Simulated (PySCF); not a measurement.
`C[Si](C)(C)C` (TMS). The geometry is computed with GFN2-xTB (gas phase).

```
atom  x, y, z in Å
C1    -0.4066   -1.2134   -1.4194
Si2   -0.0012   -0.0007   -0.0018
C3     0.0081    1.7855   -0.6754
C4    -1.3198   -0.1549    1.3703
C5     1.7161   -0.4155    0.7216
H6    -1.3797   -1.0036   -1.8532
H7    -0.4187   -2.2416   -1.0702
H8     0.3270   -1.1480   -2.2173
H9     0.2425    2.5019    0.1064
H10   -0.9581    2.0579   -1.0892
H11    0.7465    1.9077   -1.4621
H12   -2.3121    0.0753    0.9941
H13   -1.3509   -1.1605    1.7791
H14   -1.1170    0.5258    2.1917
H15    1.7463   -1.4264    1.1171
H16    2.4931   -0.3368   -0.0328
H17    1.9775    0.2592    1.5312
```

**Question.** What is the repulsion energy of the bare nuclei, Σ ZA·ZB/RAB?

**Answer.** 243.40 Eh over 136 pairs, with full nuclear charges and distances in bohr; the largest single term is 23.28 Eh (Si2 with C3, or a pair equal to it).

**Question.** What is the longest distance between nuclei?

**Answer.** 6 pairs, among them H8···H14, H7···H9 and H10···H15, 4.932 Å down to 4.931 Å.

**Question.** Work out the bond lengths Si2–C4, C3–H10, C3–H11, C4–H13, C5–H15, C5–H17 in Å.

**Answer.** For Si2–C4 the difference vector is (-1.3186, -0.1542, 1.3721) Å, of length 1.9092 Å. Si2–C4 1.909; C3–H10 1.086; C3–H11 1.086; C4–H13 1.086; C5–H15 1.086; C5–H17 1.086 Å.

**Question.** Give the dihedral angles H7–C1–Si2–C3, C5–Si2–C4–H12, C4–Si2–C3–H9, C4–Si2–C5–H17, C1–Si2–C3–H9.

**Answer.** H7–C1–Si2–C3 180° (antiperiplanar); C5–Si2–C4–H12 180° (antiperiplanar); C4–Si2–C3–H9 60° (synclinal); C4–Si2–C5–H17 -60° (synclinal); C1–Si2–C3–H9 180° (antiperiplanar). Dihedral signs follow IUPAC: positive where, seen along the central bond, the front bond turns clockwise onto the rear one.

**Question.** What are the angles H7–C1–H8, Si2–C1–H8, C3–Si2–C4, H12–C4–H13, Si2–C4–H14, Si2–C5–H16?

**Answer.** From the scalar product of the two bond vectors; for H7–C1–H8 it is -0.3547 Å² over 1.0859 × 1.0859 Å², cos θ = -0.3008. H7–C1–H8 107.5°; Si2–C1–H8 111.3°; C3–Si2–C4 109.4°; H12–C4–H13 107.5°; Si2–C4–H14 111.3°; Si2–C5–H16 111.4°.

**Question.** Where is the centre of mass (commonest isotopes), and what is the radius of gyration?

**Answer.** Mass 88.071 u; centre at (-0.001, 0.000, -0.001) Å; Rg = √(Σ m r²/M) = 1.690 Å. As Ia + Ib + Ic = 2 Σ m r², the three principal moments sum to 503.1 u·Å².

**Question.** How far apart are these pairs, which share no bond: C3···C4, C5···H9, H7···H11, H15···H17?

**Answer.** C3···C4 3.117 Å (2 bonds apart); C5···H9 3.326 Å (3 bonds apart); H7···H11 4.328 Å (4 bonds apart); H15···H17 1.751 Å (2 bonds apart).

**Question.** Write the matrix of distances between heavy atoms (Å, lower triangle).

**Answer.** 
```
C1    0.000
Si2   1.909  0.000
C3    3.118  1.909  0.000
C4    3.120  1.909  3.117  0.000
C5    3.119  1.909  3.117  3.115  0.000
```

The point group is Td within 0.08 Å; differences among equivalent distances and angles are scatter left by the optimiser. Not checked by GFN2-xTB frequencies.
